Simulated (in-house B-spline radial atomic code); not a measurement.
# Response and correlation of Ti XIII (Ti12+)

Closed shell [He] 2s2 2p6. Computed with an all-electron radial atomic-structure program (B-spline basis): Dirac-Hartree-Fock, relativistic RPA (time-dependent Dirac-Hartree-Fock) for the response and second-order many-body perturbation theory for correlation, no-pair Dirac-Coulomb Hamiltonian, finite nucleus.

Command:
```bash
python run_mb.py task.json out
```
Settings (nuclear radius in fm, box in bohr, cutoff in hartree):
```
basis_form          2
Z                   22
core_configuration  [He] 2s2 2p6
rms_radius          3.5921
mass_number         48
speed_of_light      137.036
box_radius          5.782
lmax                7
intervals           61
virtual_cutoff      12100.0
```

Time taken, with all properties: 0.9 s on 1 thread of Intel(R) Xeon(R) Platinum 8488C, on a shared host.

```
multipole (bohr³, bohr⁵, bohr⁷)  uncoupled  coupled RPA
                         dipole   0.012632            ?
                     quadrupole  0.0020159    0.0021589
                       octupole  0.0005182   0.00055421
```

(1) What is the coupled dipole polarisability?

(2) Which subshells carry the dipole polarisability?

(3) What does the dipole shielding factor come to?

Dipole polarisability at imaginary frequency:

| u (Eh) | α(iu) (bohr³) |
| --- | --- |
| 0 | 0.01289 |
| 0.937 | 0.01286 |
| 2.34 | 0.01274 |
| 4.69 | 0.01231 |
| 7.03 | 0.01167 |
| 9.37 | 0.01089 |
| 14.1 | 0.009165 |
| 18.7 | 0.007592 |
| 23.4 | 0.006238 |
| 32.8 | 0.004289 |
| 46.9 | 0.002633 |
| 70.3 | 0.001391 |
| 93.7 | 0.0008513 |
| 141 | 0.0004094 |
| 234 | 0.0001602 |
| 469 | 4.267e-05 |

(4) What dispersion coefficients follow for two such ions (the dispersion part alone)?

Lowest J = 1 odd-parity excitations:

```csv
energy (eV),oscillator strength,leading channel,weight
461.24,0.103,2p3/2 → s1/2,0.945
466.96,0.131,2p1/2 → s1/2,0.945
518.13,0.00819,2p3/2 → d3/2,0.69
525.1,0.316,2p3/2 → d5/2,0.429
533.15,2.27,2p1/2 → d3/2,0.677
589.99,0.0134,2s1/2 → p1/2,0.836
592.83,0.272,2s1/2 → p3/2,0.839
617.55,0.0223,2p3/2 → s1/2,0.993
```

Second-order correlation energy by the highest angular momentum of the excited pair (hartree): s -0.01864, p -0.135, d -0.1692, f -0.04709, g -0.01842, h -0.006998, i -0.003225, k -0.001683.

(5) What is the second-order correlation energy at the partial-wave limit?

Answers

(1) 0.012889 atomic units, +2 % against the uncoupled value.

(2) 2p3/2 59.1 %, 2p1/2 28.6 %, 2s1/2 12.2 %.

(3) The dipole shielding factor is 0.455, against the exact N/Z = 10/22 = 0.455 of the non-relativistic theorem.

(4) C6 = (3/π)∫α(iu)²du = 0.002843 hartree·bohr⁶ and C8 = 0.00249 hartree·bohr⁸.

(5) The listed waves sum to -0.40025 hartree; extrapolating the increments as (l + 1/2)⁻⁴ gives -0.40369 hartree, -1.1 eV per electron.
